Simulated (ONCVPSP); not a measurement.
PBE ONCV dataset for gadolinium, scalar-relativistic all-electron reference.

```
Element                 : Gd
Generator               : ONCVPSP 4.0.1
Type                    : optimised norm-conserving Vanderbilt (ONCV)
Functional              : PBE
Relativity              : scalar-relativistic
Frozen core             : [Kr] 4d10
Valence charge          : 18
Reference configuration : 4f7 5s2 5p6 (charge +3)
Partial waves           : 5s: rc 1.25 bohr, ncon 5, nbas 8, qcut 5.2 1/bohr, 2 projectors, debl 2.3 Ha; 5p: rc 1.85 bohr, ncon 4, nbas 8, qcut 7.2 1/bohr, 3 projectors, debl 2.6 Ha; d scattering state at 0.4 Ha: rc 1.85 bohr, ncon 4, nbas 8, qcut 4.6 1/bohr, 1 projector; 4f: rc 1.00 bohr, ncon 5, nbas 10, qcut 17.4 1/bohr, 2 projectors, debl 0.5 Ha
Local potential         : polynomial inside 0.85 bohr (lpopt 2, dvloc0 1 Ha)
Core correction         : Teter function, fcfact 1.75, rcfact 1.8
```

In the s channel the program set the typed energies aside and used -2.744, 0.250 Ha. In the d channel the program set the typed energies aside and used 0.050 Ha. In the f channel the program set the typed energies aside and used -1.238, 0.250 Ha.

All-electron outer shells of the reference configuration (PBE, scalar-relativistic, ld1.x):

| shell | level (eV) | outermost node (bohr) | outermost maximum (bohr) |
| --- | --- | --- | --- |
| 5p | -51.84 | 0.70 | 1.35 |
| 4f | -33.70 | – | 0.56 |

Problem. Does the generator finish with these settings?

Solution. Yes, a potential is produced and its reference levels are reproduced.

Problem. Estimate the cutoffs (Ha) at which the residual kinetic energy of the hardest occupied pseudo-wave falls to 1 and 0.1 mHa per electron.

Solution. 133 Ha and 146 Ha.

Problem. Does the potential have ghost states?

Solution. Ghosts flagged at negative energy: s at -18.5 eV; GHOST(+) flagged for p at 268.1 eV. A true bound ghost makes a file unfit for plane-wave use.

Problem. Which valence shell sets the plane-wave cutoff?

Solution. 4f: 133 Ha for 1 mHa per electron, against 81 Ha for 5s.

Its largest configuration-test error is +154 meV (4f7 5s2 5p6 5d1). 3 of 4 tests not solved or not reliable.
